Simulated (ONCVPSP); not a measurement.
lithium (Li): excitation energies, all-electron against ONCV

```json
{
  "Element": "lithium",
  "Generator": "ONCVPSP 4.0.1",
  "Type": "optimised norm-conserving Vanderbilt (ONCV)",
  "Functional": "PW91",
  "Relativity": "scalar-relativistic",
  "Frozen core": "none",
  "Valence charge": "3",
  "Reference configuration": "1s2 2s1",
  "Partial waves": "1s+2s: rc 1.15 bohr, ncon 4, nbas 9, qcut 12.3 1/bohr, 3 projectors, debl 2.4 Ha; p scattering state at 0.08 Ha: rc 0.90 bohr, ncon 4, nbas 7, qcut 8.5 1/bohr, 1 projector; d scattering state at 0.11 Ha: rc 1.00 bohr, ncon 4, nbas 9, qcut 8.3 1/bohr, 1 projector",
  "Local potential": "polynomial inside 0.65 bohr (lpopt 3, dvloc0 3 Ha)",
  "Core correction": "none"
}
```

Energies are relative to the spin-unpolarised reference configuration 1s2 2s1; without spin polarisation the order of configurations can differ from experiment.

| valence configuration | charge | ΔE all-electron (eV) | error AE − PS (meV) |
| --- | --- | --- | --- |
| 1s2 2s0 | +1 | 5.347 | +0.3 |
| 1s2 2s0.5 | +0.5 | 2.055 | 0.0 |

Question: What are ΔE and the potential's error for 1s2 2s0 2p1?

Answer: ΔE = 1.788 eV all-electron; the error (AE − PS) is +0.3 meV.

Question: What are ΔE and the potential's error for 1s1 2s1?

Answer: ΔE = 68.592 eV all-electron; the error (AE − PS) is +710 meV.

Levels in the configuration 1s2 2s0 2p1:

```json
{"level": "1s", "all-electron (eV)": "-53.549", "pseudo (eV)": "-53.520"}
{"level": "2p", "all-electron (eV)": "-1.575", "pseudo (eV)": "-1.575"}
```
